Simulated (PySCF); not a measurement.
# Be (beryllium, neutral): UHF calculation

Configuration: [He] 2p2, high-spin 3P determinant (an excited configuration). All numbers are calculated (PySCF 2.14, the spin-free X2C one-electron Hamiltonian (Gaussian nucleus), in x2c-QZVPPall with one added diffuse shell each of s, p type (8s5p2d1f, 40 functions)).

| Item | Value |
| --- | --- |
| Total energy | -14.338721 hartree |
| One-electron energy | -18.6345 hartree |
| Hartree (Coulomb) energy | 6.9331 hartree |
| Exchange energy | -2.6373 hartree |
| ⟨S²⟩ | 2.0001 |
| ⟨L²⟩ | 2.000 |
| Sum of ⟨r⟩ | 6.742 bohr |
| Sum of ⟨r²⟩ | 22.18 bohr² |
| Traceless quadrupole moment −½Σ⟨3z² − r²⟩ along its main axis | 4.34 e·bohr² |
| Langevin diamagnetic susceptibility | -17.6 ×10⁻⁶ cm³/mol |

```csv
shell,electrons,mean orbital energy (hartree),"rms radius, mean of both spins (bohr)"
1s α,1,-4.80524,0.484
1s β,1,-4.79357,0.484
2p α,2,-0.22205,3.29
```

Spin-orbit constants ζ (cm⁻¹) from the X2C one-electron operator on these orbitals: bare nucleus, nucleus screened by l(l+1)(2l+1)/3 electrons, and screened by the Breit-Pauli mean field of the electrons.

| shell | bare | screened nucleus | mean field |
| --- | --- | --- | --- |
| 2p | 6.888 | 3.444 | 2.299 |

To first order the Landé constant is A = 1.150 cm⁻¹, so the lowest level has J = 0 and lies 0.000285 eV below the centre of the term. This holds in LS coupling only.
